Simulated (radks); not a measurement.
Ionisation of neutral palladium, [Kr] 4d10, to [Kr] 4d9 as the strength of local exchange is varied. Method: scalar-relativistic Kohn-Sham, Slater X-alpha exchange (alpha = 2/3 is LDA exchange), no correlation, spin-polarised, spherical densities, point nucleus; computed with a radial shooting solver on a logarithmic mesh with Libxc functionals.

alpha  E(Pd) (hartree)  exchange (hartree)  IE (eV)  -e of the level emptied (eV)  <r> of it (bohr)
0.564      -5016.05023          -113.42655    6.793                    2.315 (4d)             1.670
0.581      -5019.47688          -116.93055    6.975                    2.451 (4d)             1.660
0.612      -5025.73190          -123.33299    7.314                    2.706 (4d)             1.642
0.637      -5030.78232          -128.50828    7.595                    2.920 (4d)             1.629
0.667      -5036.84994          -134.73280    7.941                    3.188 (4d)             1.612
0.887      -5081.58299          -180.85017   10.763                    5.473 (4d)             1.507
0.892      -5082.60450          -181.90789   10.833                    5.532 (4d)             1.505
0.926      -5089.55644          -189.11169   11.316                    5.938 (4d)             1.491

NIST Atomic Spectra Database: 8.337 eV (measured). The Delta-SCF value meets it near alpha = 0.70. Open shells are spherical and high-spin; term and fine-structure splittings are not resolved.
